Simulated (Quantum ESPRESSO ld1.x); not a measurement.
Neutral nickel, configuration [Ar] 3d5.75 4s2 4p2.25 (fractional occupations, a model configuration). All-electron calculation, scalar-relativistic Kohn-Sham, LDA (Slater exchange, VWN5 correlation), spin-unpolarised, spherical densities, point nucleus. Program: ld1.x of Quantum ESPRESSO 7.5.

Unscreened Slater integrals over Kohn-Sham orbitals (hartree).

\begin{tabular}{lr}
integral & value \\ \hline
F0(4p,4p) & 0.30136 \\
F2(4p,4p) & 0.15387 \\
F0(4p,4s) & 0.33717 \\
G1(4p,4s) & 0.21330 \\
F0(4p,3d) & 0.39811 \\
F2(4p,3d) & 0.077453 \\
G1(4p,3d) & 0.028204 \\
G3(4p,3d) & 0.024478 \\
F0(4p,3p) & 0.40162 \\
F2(4p,3p) & 0.067173 \\
G0(4p,3p) & 0.015903 \\
G2(4p,3p) & 0.018218 \\
F0(4s,4s) & 0.39034 \\
F0(4s,3d) & 0.49842 \\
G2(4s,3d) & 0.049702 \\
F0(4s,3p) & 0.50474 \\
G1(4s,3p) & 0.031684 \\
F0(3d,3d) & 1.0751 \\
F2(3d,3d) & 0.50421 \\
F4(3d,3d) & 0.31506 \\
F0(3d,3p) & 1.1258 \\
F2(3d,3p) & 0.53626 \\
G1(3d,3p) & 0.65906 \\
G3(3d,3p) & 0.40308 \\
F0(3p,3p) & 1.1902 \\
F2(3p,3p) & 0.59559 \\
\end{tabular}

Derived for the open shells (J is the average intra-shell exchange parameter used in DFT+U). 3d: Racah B = F2/49 - 5 F4/441 = 0.006718 hartree, C = 35 F4/441 = 0.02500 hartree, C/B = 3.72, F4/F2 = 0.625, J = (F2 + F4)/14 = 0.05852 hartree. 4p: J = F2/5 = 0.03077 hartree.
